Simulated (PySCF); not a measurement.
Species: C6H9NO2 (charge +1 and doublet state).
Atom-mapped SMILES: `[NH2:1][C:2](=[O:3])[CH2:4][CH2:5][CH+:6][CH:7][CH:8]=[O:9]` (hydrogens: H10, H11 on N1; H12, H13 on C4; H14, H15 on C5; H16 on C6; H17 on C7; H18 on C8)

Geometry (GFN2-xTB, Å), atoms numbered from 1 in this order:
```xyz
18
C6H9NO2 angstrom
N     -3.4566   -0.2747    0.9797
C     -2.4130   -0.7227    0.2921
O     -2.3962   -1.7144   -0.3941
C     -1.1469    0.1661    0.4290
C      0.0504   -0.4635   -0.2690
C      1.2471    0.4232   -0.2389
C      2.4777   -0.0374   -0.0067
C      3.6749    0.8013   -0.0297
O      4.7897    0.4401    0.1702
H     -3.4314    0.5624    1.5383
H     -4.3247   -0.7913    0.9329
H     -0.9585    0.2865    1.4978
H     -1.3928    1.1381   -0.0058
H      0.2735   -1.4398    0.1632
H     -0.1991   -0.6263   -1.3247
H      1.0741    1.4707   -0.4521
H      2.6746   -1.0797    0.2137
H      3.4483    1.8678   -0.2524
```

The hyperfine couplings belong to this conformer and change with its torsions.

Level of theory: UKS B3LYP, pcH-1 on C H N O, non-relativistic, mean-field spin-orbit, GIAO in PySCF 2.14.0. Geometry: GFN2-xTB, one conformer, isolated ion. GFN2-xTB frequencies show an imaginary mode (28i cm⁻¹), so this geometry is no minimum at that level. Couplings are sensitive to structure, and on GFN2-xTB geometries they can be far from those on DFT ones, by a factor of two or more for some ions and for spin on atoms past the first row. The SCF solution wasn't tested for stability.

Computed for the main isotopes (class means, splittings of 0.05 mT or more): g = 2.0097; H18 1H +203.4 MHz (7.23 mT); N1 14N +15.2 MHz (0.54 mT); H17 1H +6.5 MHz (0.23 mT); H12/H13 1H +4.6 MHz (0.16 mT); H11 1H +3.5 MHz (0.12 mT); H14/H15 1H -2.6 MHz (0.09 mT); 216 first-order lines, 9.17 mT wide.

Task: What changes when 1H at H17 is replaced by 2H?

Result: The spin density stays the same (vibrational effects aside), so a scales with the nuclear g factor: 0.85744/5.58569 = 0.1535, so a goes from +6.5 to +1.0 MHz (0.035 mT). The spin goes from 1/2 to 1, so the 1:1 doublet becomes a 1:1:1 triplet. The spectrum then has 324 first-order lines over 9.01 mT, counting the new splitting although it is under 0.05 mT.

Task: What changes when 14N at N1 is replaced by 15N?

Result: Only the nuclear moment changes in this model. The ratio of g factors is -0.56638/0.40376 = -1.4028, so a goes from +15.2 to -21.3 MHz (0.758 mT). The spin goes from 1 to 1/2, so the 1:1:1 triplet becomes a 1:1 doublet. The spectrum then has 144 first-order lines over 8.85 mT.

Task: Where do the 13C satellites of C8 appear, and how strong are they?

Result: a = -42.4 MHz, or 1.51 mT in magnitude, and I = 1/2, so to first order each main line has two satellites, at ±0.75 mT. The isotope's abundance is about 1.07 %, shared among 2 lines, so each has 0.54 % of the main line's intensity.

Task: Give position and intensity of the satellites from 13C at C7.

Result: a = +31.5 MHz, or 1.12 mT in magnitude, and I = 1/2, so to first order each main line has two satellites, at ±0.56 mT. The isotope's abundance is about 1.07 %, shared among 2 lines, so each has 0.54 % of the main line's intensity.

Task: Give position and intensity of the satellites from 17O at O9.

Result: a = -26.1 MHz, or 0.93 mT in magnitude, and I = 5/2, so to first order each main line has six satellites, at ±0.46, ±1.39, ±2.32 mT. The isotope's abundance is about 0.038 %, shared among 6 lines, so each has 0.0063 % of the main line's intensity.

Class means assume fast exchange of nuclei equivalent by connectivity; if that motion is slow, each nucleus keeps its own coupling. H10 and H11 aren't averaged: N1 is flat or nearly so (angle sum 360°), and its turn about the short N1–C2 bond (1.33 Å) is taken as slow.

The SMILES draws the unpaired electron on C7; the largest computed Mulliken spin population is on O9 (0.44 against 0.10).
